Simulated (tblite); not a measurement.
Species: C5H10O2Si2.
Cartesian coordinates in Å at the GFN2-xTB level; atoms count from 1:
```
atom  x, y, z in Å
C1     2.4026    0.2316   -1.4815
C2     2.2742    0.2860    0.0398
Si3    0.9151   -0.8731    0.6928
C4     0.0024   -0.4643    2.3674
O5     0.2487   -0.4892    3.5496
C6    -1.2220   -0.0988    1.6588
C7    -0.8869   -0.3000    0.3607
O8    -1.6181   -0.1357   -0.7300
Si9   -3.1583    0.3805   -0.9699
H10    1.4604    0.4951   -1.9555
H11    2.6783   -0.7679   -1.8082
H12    3.1655    0.9263   -1.8280
H13    3.2338    0.0244    0.4880
H14    2.0615    1.3132    0.3438
H15    1.1866   -2.2758    0.3682
H16   -2.1569    0.2412    2.0758
H17   -4.0986   -0.5020   -0.2825
H18   -3.3037    1.7496   -0.4778
H19   -3.1944    0.2681   -2.4191
```

Calculated harmonic vibrations of the isolated species, GFN2-xTB (tblite), most abundant isotopes, no scaling. The method is semi-empirical: single wavenumbers can be off by several per cent or more. Modes of hydrogen on silicon can be 10 to 20 % off. One conformer, not necessarily the lowest.

Harmonic wavenumbers (cm⁻¹): 34.1, 54.4, 70.1, 90.1, 107.9, 116.8, 150.6, 231.8, 247.3, 285.6, 380.8, 452.0, 502.7, 503.4, 557.4, 581.8, 599.0, 625.1, 644.3, 686.3, 732.3, 749.8, 751.4, 796.7, 809.3, 824.5, 830.7, 980.8, 1018.4, 1031.8, 1068.9, 1181.4, 1231.7, 1246.2, 1282.0, 1417.5, 1469.8, 1507.5, 1509.0, 1554.6, 1768.7, 2236.4, 2265.2, 2286.8, 2351.4, 2966.6, 2984.6, 3022.3, 3037.4, 3043.1, 3076.3.

A = 1352, B = 798.3, C = 531.8 MHz; mass 158.022 u (most abundant isotopes); point group C1, symmetry number 1.

Task: Zero-point energy?

Result: Half the sum of the wavenumbers: 28977 cm⁻¹ = 346.65 kJ/mol.

Task: What is S at 298.15 K and 1 bar for an ideal gas of classical rigid rotors and harmonic oscillators?

Result: Translation 172.00, rotation 128.47, vibration 167.70: S = 468.2 J/(mol K).

Task: And Cp and H(298.15 K) − H(0)?

Result: Cp = 190.59 J/(mol K), of which vibrations give 157.33 (their classical limit is 51 R = 424.0); H(298.15 K) − H(0) = 34.88 kJ/mol without the zero-point energy, 24.96 from vibrations.

Task: How do the functions run with temperature in this model?

Result: 
```
 T (K)  S (J/(mol K))  Cp (J/(mol K))  H − H(0) (kJ/mol)  G − H(0) (kJ/mol)  ln q(vib)
    50          265.1            69.1               2.44             -10.82       1.02
   100          321.7            95.4               6.60             -25.57       2.99
373.15          514.4           222.2              50.38            -141.58      12.60
   500          585.8           265.4              81.44            -211.44      16.66
   750          705.4           323.9             155.69            -373.35      24.04
  1000          804.1           361.5             241.69            -562.40      30.66
```

q(vib) and H(0) count from the zero-point level.

Task: What must be added to the electronic energy to get the Gibbs energy at 298.15 K and 1 bar?

Result: ZPE + [H(298.15 K) − H(0)] − T·S = 346.65 + 34.88 − 139.58 = 241.95 kJ/mol.

Hindered rotation and anharmonicity are outside this model. Other conformers, if any are populated, would add a mixing term that is left out. The structure is chiral; the term R ln 2 for an equal mix with its mirror image is left out.
